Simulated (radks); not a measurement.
Ionisation ladder of gold, from Au22+ to Au43+. Each ion is in the ground configuration listed by NIST, and IE = E(next ion) - E(this ion). All-electron calculation, Dirac Kohn-Sham, PBE, spin-unpolarised, spherical densities, point nucleus; open shells are shared between the two j in proportion to 2j + 1. Program: a radial shooting solver on a logarithmic mesh with Libxc functionals.

| species | configuration | E (hartree) | IE, Delta-SCF (eV) | -e(HOMO) (eV) | HOMO | <r> HOMO (bohr) | IE, NIST (eV) | kind | error (eV) |
|---|---|---|---|---|---|---|---|---|---|
| Au22+ | [Kr] 4d10 4f11 | -18848.7291 | 662.05 | 636.51 | 4f7/2 | 0.447 | 650 | theory | +12.0 |
| Au23+ | [Kr] 4d10 4f10 | -18824.3993 | 709.97 | 683.76 | 4f7/2 | 0.440 | 710 | theory | 0.0 |
| Au24+ | [Kr] 4d10 4f9 | -18798.3085 | 759.07 | 732.20 | 4f7/2 | 0.433 | 760 | theory | -0.9 |
| Au25+ | [Kr] 4d10 4f8 | -18770.4130 | 809.35 | 781.83 | 4f7/2 | 0.427 | 820 | theory | -10.6 |
| Au26+ | [Kr] 4d10 4f7 | -18740.6698 | 860.78 | 832.62 | 4f7/2 | 0.420 | 870 | theory | -9.2 |
| Au27+ | [Kr] 4d10 4f6 | -18709.0366 | 913.35 | 884.54 | 4f7/2 | 0.414 | 930 | theory | -16.7 |
| Au28+ | [Kr] 4d10 4f5 | -18675.4717 | 967.03 | 937.59 | 4f7/2 | 0.409 | 990 | theory | -23.0 |
| Au29+ | [Kr] 4d10 4f4 | -18639.9342 | 1021.8 | 991.74 | 4f7/2 | 0.403 | 1040 | theory | -18.2 |
| Au30+ | [Kr] 4d10 4f3 | -18602.3835 | 1077.7 | 1047.0 | 4f7/2 | 0.398 | 1100 | theory | -22.3 |
| Au31+ | [Kr] 4d10 4f2 | -18562.7800 | 1134.6 | 1103.3 | 4f7/2 | 0.393 | 1150 | theory | -15.4 |
| Au32+ | [Kr] 4d10 4f1 | -18521.0841 | 1192.6 | 1160.7 | 4f7/2 | 0.388 | 1210 | theory | -17.4 |
| Au33+ | [Kr] 4d10 | -18477.2572 | 1485.6 | 1448.0 | 4d5/2 | 0.406 | 1475 | theory | +10.6 |
| Au34+ | [Kr] 4d9 | -18422.6633 | 1541.8 | 1503.7 | 4d5/2 | 0.403 | 1527 | theory | +14.8 |
| Au35+ | [Kr] 4d8 | -18366.0017 | 1598.7 | 1560.1 | 4d5/2 | 0.400 | 1584 | theory | +14.7 |
| Au36+ | [Kr] 4d7 | -18307.2504 | 1656.2 | 1617.1 | 4d5/2 | 0.397 | 1644 | theory | +12.2 |
| Au37+ | [Kr] 4d6 | -18246.3876 | 1714.2 | 1674.7 | 4d5/2 | 0.394 | 1702 | theory | +12.2 |
| Au38+ | [Kr] 4d5 | -18183.3919 | 1772.8 | 1732.8 | 4d5/2 | 0.391 | 1758 | theory | +14.8 |
| Au39+ | [Kr] 4d4 | -18118.2423 | 1832.0 | 1791.5 | 4d5/2 | 0.388 | 1845 | theory | -13.0 |
| Au40+ | [Kr] 4d3 | -18050.9181 | 1891.7 | 1850.8 | 4d5/2 | 0.385 | 1904 | theory | -12.3 |
| Au41+ | [Kr] 4d2 | -17981.3989 | 1952.0 | 1910.6 | 4d5/2 | 0.383 | 1967 | theory | -15.0 |
| Au42+ | [Kr] 4d1 | -17909.6651 | 2012.8 | 1970.9 | 4d5/2 | 0.380 | 2026 | theory | -13.2 |
| Au43+ | [Kr] | -17835.6975 | 2310.9 | 2235.6 | 4p3/2 | 0.384 | 2261 | theory | +49.9 |

Reference values: NIST Atomic Spectra Database (exp. = measured, semi-emp. = semi-empirical, theory = theoretical value adopted there). The ionisation energy per charge of the ion left behind rises most, in proportion, at Au33+ ([Kr] 4d10), from 36.139 to 43.693 eV. Spin polarisation and multiplet splitting are left out, so open shells lie too high by an amount that depends on their filling. Sharing an open shell by 2j + 1 raises it above the true ground level by a part of the spin-orbit splitting, which enters the differences from NIST.

Beside tabulated values, note that spin-unpolarised runs miss the spin-polarisation part of the exchange energy of open shells.
